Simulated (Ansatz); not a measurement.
Start from `C=C([SiH3])[SeH]` and change one atom or group to get `C=[C]([GeH3])[SeH]`.

Ansatz, PBE0-D4/def2-TZVP geometries, multiplicity 1. Each molecule was computed in one conformer, which needn't be the lowest.

Scalar relativity is left out up to krypton.

```json
{"property": "LUMO energy (ωB97M-V/def2-TZVPP) / eV", "`C=C([SiH3])[SeH]`": "1.39"}
{"property": "size of the dipole moment (B3LYP/def2-TZVPP) / D", "`C=C([SiH3])[SeH]`": "0.56"}
{"property": "LUMO energy (PBE0/def2-TZVPP) / eV", "`C=C([SiH3])[SeH]`": "-0.67"}
{"property": "HOMO–LUMO gap (PBE0/def2-TZVPP) / eV", "`C=C([SiH3])[SeH]`": "5.89"}
{"property": "HOMO–LUMO gap (PBE/def2-TZVPP) / eV", "`C=C([SiH3])[SeH]`": "3.91"}
{"property": "HOMO–LUMO gap (B3LYP/def2-TZVPP) / eV", "`C=C([SiH3])[SeH]`": "5.48"}
```

Give the same properties after the change, and the shifts. (Estimate.)

Ansatz gave: 
```json
{"property": "LUMO energy (ωB97M-V/def2-TZVPP) / eV", "`C=[C]([GeH3])[SeH]`": "1.52", "shift": "0.13"}
{"property": "size of the dipole moment (B3LYP/def2-TZVPP) / D", "`C=[C]([GeH3])[SeH]`": "0.67", "shift": "0.11"}
{"property": "LUMO energy (PBE0/def2-TZVPP) / eV", "`C=[C]([GeH3])[SeH]`": "-0.51", "shift": "0.16"}
{"property": "HOMO–LUMO gap (PBE0/def2-TZVPP) / eV", "`C=[C]([GeH3])[SeH]`": "6.01", "shift": "0.12"}
{"property": "HOMO–LUMO gap (PBE/def2-TZVPP) / eV", "`C=[C]([GeH3])[SeH]`": "4.02", "shift": "0.11"}
{"property": "HOMO–LUMO gap (B3LYP/def2-TZVPP) / eV", "`C=[C]([GeH3])[SeH]`": "5.58", "shift": "0.10"}
```

Dipoles are sizes alone; their direction can turn.

B3LYP here is the variant with VWN-RPA as its local correlation; programs differ in this.

Spin–orbit coupling is left out; it splits and shifts lone-pair levels of the heavy atoms by tenths of an eV.
